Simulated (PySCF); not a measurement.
# Fractional electron number in Cr²⁺ (chromium, charge +2)

The 3d alpha orbital of [Ar] 3d4 is emptied in steps (occupation f), with all orbitals relaxed, ending at [Ar] 3d3. Computed with PySCF 2.14 in aug-pcseg-2 (7s5p4d3f2g, 81 functions), with the non-relativistic Hamiltonian (point nucleus). The exact energy is a straight line in f; departures are measured from the line between the end points of the same method.

| f | BHandHLYP (eV) | wB97X (eV) | TPSS (eV) |
| --- | --- | --- | --- |
| 1 | 0.000 | 0.000 | 0.000 |
| 0.75 | -0.559 | -0.533 | -1.443 |
| 0.5 | -0.754 | -0.722 | -1.945 |
| 0.25 | -0.572 | -0.549 | -1.473 |
| 0 | 0.000 | 0.000 | 0.000 |

| method | E(f=0) − E(f=1) (eV) | −ε at f=1 (eV) | −ε at f=0.5 (eV) |
| --- | --- | --- | --- |
| BHandHLYP | 31.045 | 28.101 | 31.011 |
| wB97X | 31.068 | 28.274 | 31.024 |
| TPSS | 31.307 | 23.703 | 31.226 |

Orbital energy along the path (eV):

```
   f  BHandHLYP    wB97X     TPSS
   1    -28.101  -28.274  -23.703
0.75    -29.527  -29.610  -27.394
 0.5    -31.011  -31.024  -31.226
0.25    -32.545  -32.505  -35.179
   0    -34.135  -34.033  -39.233
```

Reference removal energy between the ground levels: 30.959 ± 0.025 eV (measured; NIST Atomic Spectra Database, ionization energies). The calculation has no spin-orbit coupling. The determinant left behind need not be the lowest term of the ion.
